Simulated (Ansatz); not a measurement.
`Cl[Si](Cl)(Cl)[GeH3]` + H₂O → `O[Si](Cl)(Cl)Cl` + GeH₄ at 400 K and 1 bar (formal hydrolysis of the Si–Ge bond).

Program: Ansatz. Geometries: PBE0-D4/def2-TZVP. ΔE: electronic, gas phase. CCSD(T)/CBS is the MP2 limit (def2-TZVPP, def2-QZVPP) plus CCSD(T) − MP2 in def2-TZVPP, frozen cores. This one scheme is used for every species. For Ge outer-core shells are correlated without core-valence functions, which leaves a few kJ/mol of doubt a bond. Scalar relativity is left out up to krypton. One conformer a species, not always the lowest.

```
               species  CCSD(T)/CBS energy (Eh)  H − E (kJ/mol)  S (J/(mol·K))
`Cl[Si](Cl)(Cl)[GeH3]`              -3746.48623           114.5          426.7
                   H₂O                -76.37941            69.8          198.6
     `O[Si](Cl)(Cl)Cl`              -1744.40331            82.5          382.0
                  GeH₄              -2078.49493            93.6          231.8
```

H − E and S are ideal-gas, rigid-rotor, harmonic terms from PBE0-D4/def2-TZVP, for one conformer and one mirror image of each species. 1 Eh = 2625.50 kJ/mol, R = 8.31446 J/(mol·K).

Question: By hand: ΔE, ΔH, ΔS and ΔG.

Answer: ΔE = (-1744.40331) + (-2078.49493) − (-3746.48623) − (-76.37941) = -0.03260 Eh = -85.6 kJ/mol. Δ(H − E) = 82.5 + 93.6 − 114.5 − 69.8 = -8.2, so ΔH = -93.8 kJ/mol. ΔS = 382.0 + 231.8 − 426.7 − 198.6 = -11.5 J/(mol·K). ΔG = -93.8 − 400 × (-11.5)/1000 = -89.2 kJ/mol.

Question: By hand: the equilibrium constant, and the temperature at which ΔG would vanish if ΔH and ΔS stayed fixed.

Answer: log₁₀ K = −ΔG/(RT ln 10) = 11.6. ΔG = 0 at ΔH/ΔS = 8157 K, far beyond where these terms or the molecules hold.

The number of gas molecules stays the same, so ΔS is small and ΔH decides. A doubt of 5 kJ/mol in ΔE shifts log₁₀ K by 0.7 here. Other conformers and mirror images would add mixing entropy, several J/(mol·K) or more a flexible species. These are equilibria of isolated gas molecules and say nothing of rates. Largest T1 diagnostic: 0.012 (customary marks: 0.02 for closed shells, 0.045 for open ones).
